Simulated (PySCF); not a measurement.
## Calculated properties of `CO[SiH](F)OC`

C2H7FO2Si.
Structure used (GFN2-xTB), in Å, numbered top down from 1:
```xyz
13
C2H7FO2Si angstrom
C      2.3065    0.5383   -0.2439
O      0.9117    0.4195   -0.2973
Si    -0.0094   -0.8988   -0.4180
F      0.3622   -1.7273   -1.7377
O     -1.5162   -0.4482   -0.7170
C     -2.3800    0.3869   -0.0038
H      2.5513    1.5995   -0.2921
H      2.7706    0.0183   -1.0836
H      2.6924    0.1187    0.6876
H      0.1528   -1.8165    0.6945
H     -3.2471    0.5836   -0.6348
H     -1.8926    1.3293    0.2504
H     -2.7068   -0.1027    0.9165
```

From GFN2-xTB geometry:

```yaml
Point_group_of_the_GFN2-xTB_geometry: C1
Rotational_constants_A_B_C_of_the_GFN2-xTB_geometry: 4.259, 2.092, 1.515 GHz
```

**PBE0/def2-SVPD ground state and vertical TDDFT (core frozen in the response) (PySCF)**

```yaml
Dipole_moment: 2.56 D
HOMO_energy: -8.65 eV
LUMO_energy: 0.63 eV
HOMO–LUMO_gap: 9.28 eV
Lowest_singlet_excitation: 7.94 eV (156 nm, f = 0.011)
Strongest_line_among_the_8_lowest_singlet_transitions: S4 at 8.35 eV (149 nm, f = 0.024)
Lowest_triplet_excitation_Tamm–Dancoff: 7.69 eV
Static_isotropic_polarisability: 56.0 au
Electronic_spatial_extent_⟨r²⟩_about_the_centre_of_nuclear_charge: 811 bohr²
```

Monoisotopic mass from the formula: 110.0199 u.

The vertical singlet–triplet gap S1 − T1 is 0.25 eV (TDDFT singlet less Tamm–Dancoff triplet; S1: HOMO→LUMO+1, weight 0.55, beside HOMO→LUMO, weight 0.40; T1: HOMO→LUMO+1, weight 0.61). The dipole matches unit charges of opposite sign 0.53 Å apart (1 e·Å = 4.8032 D). A dipole of 2.56 D is allowed in C1, and pure rotational transitions are dipole-allowed. The polarisability is 8.29 Å³ as a volume (1 au = 0.148185 Å³), or 0.96 au for each of the 58 electrons. No computed singlet falls in the visible range (750 to 380 nm, 1.65 to 3.26 eV); S1 lies 4.68 eV above its blue end. S1 lies 1.34 eV below the HOMO–LUMO gap; its leading configuration is HOMO→LUMO+1, weight 0.55, beside HOMO→LUMO, weight 0.40. In wavenumbers S1 is 64000 cm⁻¹ (1 eV = 8065.54 cm⁻¹). With B = h/(8π²I), that is 505.379 GHz u Å² over I, the principal moments of inertia are 118.7, 241.6 and 333.6 u Å² (most abundant isotopes); the inertial defect Ic − Ia − Ib is -26.7 u Å² (zero for a rigid planar frame, negative otherwise).

The structure is a single GFN2-xTB conformer in the gas phase; no vibrational or solvent corrections.
